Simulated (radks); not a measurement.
Results of a calculation; reference values are marked as such.
Task: Au+, configuration [Xe] 4f14 5d10. Level of theory: scalar-relativistic Kohn-Sham, LDA (Slater exchange, Perdew-Wang correlation), spin-unpolarised, spherical densities, finite nucleus; Fermi nuclear charge, rms radius 5.4371 fm (a radial shooting solver on a logarithmic mesh with Libxc functionals). Some entries of the table are withheld. Estimate them.

orbital  occ.  eigenvalue (hartree)  <r> (bohr)
1s          2             -2965.127     0.01688
2s          2             -523.5139         (1)
2p          6             -452.9775         (2)
3s          2                   (3)      0.1840
3p          6             -103.3219      0.1852
3d         10             -81.36824      0.1677
4s          2             -27.08793      0.4074
4p          6             -20.37014      0.4339
4d         10             -12.28920      0.4586
5s          2              -4.30946      0.9264
4f         14              -3.31181      0.4987
5p          6              -2.52379       1.072
5d         10              -0.57403       1.577

Result: 
(1) 2s <r> (bohr): 0.07118
(2) 2p <r> (bohr): 0.06426
(3) 3s eigenvalue (hartree): -123.7917
